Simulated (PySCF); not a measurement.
## Telling isomers of C₆H₆N₂O apart by NMR

Computational details: GIAO PBE0/pcSseg-1 shieldings, spin–spin couplings from B3LYP/pcJ-1 (spin–dipole term left out of most H,H and C,H couplings), geometry from GFN2-xTB, in PySCF (one computed conformer, rapidly exchanging positions averaged, no solvent model, non-relativistic Hamiltonian).

δ = σ(ref) − σ, references computed at the same level: ¹H and ¹³C against TMS. Multiplet labels drop J under 1 Hz and among equivalent protons, and merge close values. Unscaled 3J(H,H) run several per cent high. Where no couplings were computed, multiplicities follow the n + 1 count of equivalent neighbours, and m marks all less simple cases (inequivalent or close neighbours, rings, F or P nearby). Vicinal couplings that depend on rotamer populations or ring flexing (ring, CH–CH, X–H and H–F types) are those of the one conformer. Acid and N–H amide carbonyl carbons lie up to 10 ppm further downfield in solution (hydrogen bonding). Shifts are as computed. Against solution values, carbons near 30 ppm lie about +3 ppm off and those near 130 ppm about +5 ppm. Of 1211 compounds with measured shifts, 218 miss one by over three times the rms of a fit or turn the order of signals round; such compounds aren't used in these exercises. OH and NH positions are gas-phase values without hydrogen bonding to other molecules.

(1) Tabulate the signals of `[H]/N=C\c1cc[n+]([O-])cc1`, `C=C/C=C(/C#N)NC=O`, `N#C[C@@H]1C=C[C@H]1NC=O` and their relative energies.

(2) What is the quickest way to tell C=C/C=C(/C#N)NC=O from N#C[C@@H]1C=C[C@H]1NC=O?

(3) What is the quickest way to tell [H]/N=C\c1cc[n+]([O-])cc1 from C=C/C=C(/C#N)NC=O?

(4) What is the quickest way to tell [H]/N=C\c1cc[n+]([O-])cc1 from N#C[C@@H]1C=C[C@H]1NC=O?

## Answers

(1) 
```tsv
SMILES	carbon types	δC	δH	E rel. (kcal/mol)
[H]/N=C\c1cc[n+]([O-])cc1	1×C 5×CH	166.9, 144.9, 130.0, 128.5	11.56 (br s, 1H), 8.36 (d, 2H), 8.32 (s, 1H), 7.43 (d, 2H)	15.6
C=C/C=C(/C#N)NC=O	2×C 3×CH 1×CH2	156.1, 134.3, 131.4, 129.6, 120.4, 113.8	8.19 (d, 1H), 6.54 (m, 1H), 6.37 (br, 1H), 6.24 (d, 1H), 5.81 (m, 1H), 5.70 (m, 1H)	0.0
N#C[C@@H]1C=C[C@H]1NC=O	1×C 5×CH	159.7, 152.1, 146.0, 121.2, 54.1, 40.9	8.22 (t, 1H), 6.45 (m, 1H), 6.42 (m, 1H), 5.77 (dq, 1H), 4.56 (br, 1H), 3.01 (q, 1H)	6.1
```

Energies are electronic energies at PBE0/pcSseg-1 on these geometries, without zero-point or thermal terms, each for the one conformer computed, which needn't be the lowest.

(2) Both give the same number of carbon signals, but DEPT or the intensities differ. The first has a terminal =CH2 carbon at 129.6 ppm, the second an allylic sp3 CH bonded to N at 54.1 ppm. Their most deshielded carbons lie at 156.1 and 159.7 ppm.

(3) Count the carbon signals: 4 against 6. The first has a C=N carbon (CH) at 166.9 ppm, the second a terminal =CH2 carbon at 129.6 ppm. Their most deshielded carbons lie at 166.9 and 156.1 ppm.

(4) Count the carbon signals: 4 against 6. The first has an aromatic CH at 130.0 ppm, the second an allylic sp3 CH bonded to N at 54.1 ppm. Their most deshielded carbons lie at 166.9 and 159.7 ppm.
